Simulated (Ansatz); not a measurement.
Gas-phase electronic energies from Ansatz, PBE0-D4/def2-TZVP geometries. CCSD(T)/CBS is the MP2 limit (def2-TZVPP, def2-QZVPP) plus CCSD(T) − MP2 in def2-TZVPP, frozen cores. This one scheme is used for every species. Functionals use def2-TZVPP. HSE06 is defined as in plane-wave codes. For Zn outer-core shells are correlated without core-valence functions, which leaves a few kJ/mol of doubt a bond. Scalar relativity is left out up to krypton. Each species was taken in one conformer, which may not be the lowest.

Consider the formal exchange of groups at a C–S bond: `CCSC` + `[ZnH2]` → `C[CH2][ZnH]` + CH₃SH.

(1) Is it downhill or uphill in electronic energy at CCSD(T)/CBS, and by how much? (Best estimate.)

(2) What do these levels give: CAM-B3LYP-D4, ωB97X-V, revPBE, HSE06, CCSD/def2-SVP, MP2/def2-TZVPP? (Best estimate.)

Largest T1 diagnostic among the species: 0.016.

Results:

(1) Computed: Downhill: ΔE = -11.2 kJ/mol.

(2) Computed: CAM-B3LYP-D4 -7.2, ωB97X-V -5.7, revPBE -16.6, HSE06 -10.9, CCSD/def2-SVP -18.0, MP2/def2-TZVPP -12.7 kJ/mol.

Leaving LDA and LC-ωPBE aside and taking each functional with its dispersion term where it has one, the values, not all of them listed here, spread over 13.7 kJ/mol, from B2PLYP to B97M-V. LDA lies +6.6 kJ/mol from PBE without D4. The D4 term adds +7.0 kJ/mol with B3LYP and +3.9 kJ/mol with PBE0; it sums over pairs of atoms, weighted by their polarisabilities, and B3LYP, whose exchange is more repulsive, gets the larger term.

B3LYP here is the variant with VWN-RPA as its local correlation; programs differ in this.
